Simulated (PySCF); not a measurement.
Computed shifts of a molecule C4H7NSi, KT2/pcSseg-1 in PySCF, GIAO, gas phase, equivalent atoms averaged, in ppm (number of nuclei): ¹⁵N: 320.3 (1). ¹³C: 154.0 (1), 115.4 (1), 99.8 (1), 23.3 (1). ²⁹Si: -64.2 (1). ¹H: 6.83 (1), 5.49 (1), 4.46 (3), 3.29 (1), 2.45 (1). References: ¹⁵N against NH3 (σ = 266.2 ppm); ¹³C against TMS (σ = 185.1 ppm); ²⁹Si against TMS (σ = 361.9 ppm); ¹H against TMS (σ = 31.47 ppm), references at their B3LYP-D3(BJ)/def2-TZVP geometries, non-relativistic. Coordinates come from a PBE-D3(BJ)/def2-SVP optimisation. The values are those of a single conformer.

Problem. Which structure fits?
(A) C[Si@@H]1C=CC=N1
(B) N#C[C@H]1C[C@H]1[SiH3]
(C) N#C/C=C\C[SiH3]
(D) C/N=C/C#C[SiH3]

Solution. C, N#C/C=C\C[SiH3]
